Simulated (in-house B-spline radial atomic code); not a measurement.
## OEP/ALDAx excitations of Mn VIII (Mn7+)

Method: OEP/ALDAx. Computed with a B-spline radial code for spherical atoms: linear response of the closed shell [Ne] 3s2 3p6 with the adiabatic LDA exchange kernel on the exchange-only optimised effective potential; non-relativistic, point nucleus, no spin-orbit coupling, no double excitations, S, P, D and F terms only. Only terms of natural parity with L up to 3 were computed.

Command:
```bash
python run_td.py task.json out
```
Settings (radii: box in bohr, nucleus in fm):
```
Z                        25
electrons                18
configuration            [Ne] 3s2 3p6
hamiltonian              nr
method                   oep
box_radius               12.81
intervals                71
```

Cost of the run: 0.7 s on 1 thread of Arm Neoverse N1, on a shared host.

The lowest states, in the order of their Tamm-Dancoff energies; the method's threshold (minus the highest occupied level) is 195.50 eV. Labels give the largest channel, * marks a mixed state, and oscillator strengths are full-response dipole values. Semilocal kernels can invert the small singlet-triplet splittings of Rydberg terms. Energies in eV:

```json
{"state": "3p → 3d 3P", "full response": "46.55", "Tamm-Dancoff": "46.71", "oscillator strength": "-"}
{"state": "3p → 3d 3F", "full response": "47.89", "Tamm-Dancoff": "47.99", "oscillator strength": "-"}
{"state": "3p → 3d 1F", "full response": "52.07", "Tamm-Dancoff": "52.12", "oscillator strength": "-"}
{"state": "3p → 3d 1P", "full response": "66.59", "Tamm-Dancoff": "69.56", "oscillator strength": "3.19"}
{"state": "3s → 3d 3D", "full response": "80.08", "Tamm-Dancoff": "80.13", "oscillator strength": "-"}
{"state": "3s → 3d 1D", "full response": "85.26", "Tamm-Dancoff": "85.41", "oscillator strength": "-"}
{"state": "3p → 4s 3P", "full response": "98.40", "Tamm-Dancoff": "98.42", "oscillator strength": "-"}
{"state": "3p → 4s 1P", "full response": "?", "Tamm-Dancoff": "?", "oscillator strength": "?"}
{"state": "3p → 4p 3S", "full response": "107.57", "Tamm-Dancoff": "107.60", "oscillator strength": "-"}
{"state": "3p → 4p 3D", "full response": "108.77", "Tamm-Dancoff": "108.78", "oscillator strength": "-"}
{"state": "3p → 4p 1D", "full response": "109.58", "Tamm-Dancoff": "109.59", "oscillator strength": "-"}
{"state": "3p → 4p 1S", "full response": "113.85", "Tamm-Dancoff": "114.14", "oscillator strength": "-"}
{"state": "3p → 4d 3P", "full response": "124.30", "Tamm-Dancoff": "124.32", "oscillator strength": "-"}
{"state": "3p → 4d 3F", "full response": "?", "Tamm-Dancoff": "?", "oscillator strength": "-"}
{"state": "3p → 4d 1F", "full response": "125.14", "Tamm-Dancoff": "125.14", "oscillator strength": "-"}
{"state": "3p → 4d 1P", "full response": "125.96", "Tamm-Dancoff": "126.05", "oscillator strength": "0.377"}
```

(1) Where does 3p → 4d 3F lie?

(2) Where does 3p → 4s 1P lie?

(3) How large is the singlet-triplet splitting of 3p → 3d (F terms) in Tamm-Dancoff?

(4) What polarisabilities and dispersion coefficient does the method give?

Results:

(1) At 124.68 eV in full response, 124.68 eV in Tamm-Dancoff.

(2) At 99.56 eV in full response, 99.62 eV in Tamm-Dancoff, oscillator strength 0.284.

(3) 4.12 eV, from the unrounded values.

(4) Dipole 0.6303 bohr³, quadrupole 0.4666 bohr⁵, C6 0.8392 hartree·bohr⁶ for two such species.
